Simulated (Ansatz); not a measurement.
Harmonic frequencies (cm⁻¹) at PBE0-D4/def2-TZVP from Ansatz: 90, 104, 151, 210, 248, 402, 417, 616, 911, 917, 926, 963, 1311, 1459, 1462, 3086, 3189, 3196.

Each molecule was computed in one conformer, which needn't be the lowest.

Problem. Which molecule is it?
A. `FBOC(F)(F)F`
B. `C[Se]B(Cl)Cl`
C. `CNBCl`
D. `FB(F)C(F)(F)F`

Solution. B.
